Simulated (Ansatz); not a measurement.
C₃H₇Al (`C[CH]1[CH2][AlH]1`), relaxed with RKS PBE0-D4/def2-TZVP in Ansatz 0.2.0 from a PBE-D4/def2-SVP geometry. The force threshold is 0.005 eV/Å; the program also tests the step.

The species carries charge 0 and has multiplicity 1.

Start:

```xyz
11

C     0.911   -0.979   -0.645
C    -0.297   -0.408    0.077
C    -0.092    0.858    1.008
Al   -1.455    1.097   -0.342
H     0.620   -1.766   -1.372
H     1.462   -0.201   -1.216
H     1.639   -1.432    0.067
H    -0.856   -1.201    0.621
H     0.865    1.386    0.813
H    -0.223    0.715    2.098
H    -2.573    1.930   -1.110
```

| step | energy (eV) | largest force (eV/Å) | largest move (Å) |
| --- | --- | --- | --- |
| 1 | -9814.4913 | 0.576 | 0.000 |
| 2 | -9814.5322 | 0.306 | 0.029 |
| 3 | -9814.5377 | 0.034 | 0.019 |
| 4 | -9814.5379 | 0.027 | 0.007 |
| 5 | -9814.5380 | 0.019 | 0.002 |
| 6 | -9814.5381 | 0.018 | 0.008 |
| 7 | -9814.5381 | 0.016 | 0.004 |
| 8 | -9814.5382 | 0.009 | 0.007 |
| 9 | -9814.5382 | 0.006 | 0.007 |
| 10 | -9814.5382 | 0.005 | 0.002 |

End:

```xyz
11

C     0.894   -0.962   -0.643
C    -0.311   -0.414    0.080
C    -0.086    0.855    0.998
Al   -1.429    1.084   -0.335
H     0.614   -1.744   -1.355
H     1.417   -0.186   -1.210
H     1.623   -1.392    0.056
H    -0.833   -1.197    0.637
H     0.876    1.339    0.820
H    -0.238    0.713    2.067
H    -2.527    1.903   -1.116
```

Run time 43 s (2 threads of an Arm Neoverse V1 on a shared host); peak host memory 0.38 GiB.
